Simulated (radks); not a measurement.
Question: Ba V, 52 electrons, occupied as [Kr] 4d10 5s2 5p4. Method: scalar-relativistic Kohn-Sham, PBE, spin-polarised, spherical densities, finite nucleus; open shells are filled with parallel spins first (spin-orbit coupling, left out, can overturn this in heavy ions); Fermi nuclear charge, rms radius 4.8378 fm; computed with a radial shooting solver on a logarithmic mesh with Libxc functionals. Some entries of the table are withheld. Estimate them.

orbital  occ.  eigenvalue (hartree)  <r^2> (bohr^2)
1s up       1             -1370.653       0.0008885
1s down     1             -1370.648       0.0008885
2s up       1             -217.8998         0.01421
2s down     1             -217.8975         0.01421
2p up       3             -195.5583         0.01129
2p down     3             -195.5544         0.01129
3s up       1             -47.16100         0.09738
3s down     1             -47.15710         0.09738
3p up       3             -39.99721         0.09744
3p down     3             -39.99274         0.09743
3d up       5             -29.59057         0.08386
3d down     5             -29.58626         0.08385
4s up       1             -10.42619          0.5116
4s down     1             -10.41725          0.5114
4p up       3              -8.11327          0.5809
4p down     3              -8.10403          0.5800
4d up       5              -4.75305          0.7391
4d down     5              -4.74039          0.7343
5s up       1              -2.61260             (1)
5s down     1              -2.54257             (2)
5p up       3              -2.01512           3.525
5p down     1              -1.94270           3.559
4f up       0              -1.32326             (3)
4f down     0              -1.28733             (4)
6s up       0              -1.02753             (5)
6s down     0              -0.99986             (6)

Answer: 
(1) 5s up <r^2> (bohr^2): 2.770
(2) 5s down <r^2> (bohr^2): 2.764
(3) 4f up <r^2> (bohr^2): 1.848
(4) 4f down <r^2> (bohr^2): 1.778
(5) 6s up <r^2> (bohr^2): 11.71
(6) 6s down <r^2> (bohr^2): 11.98
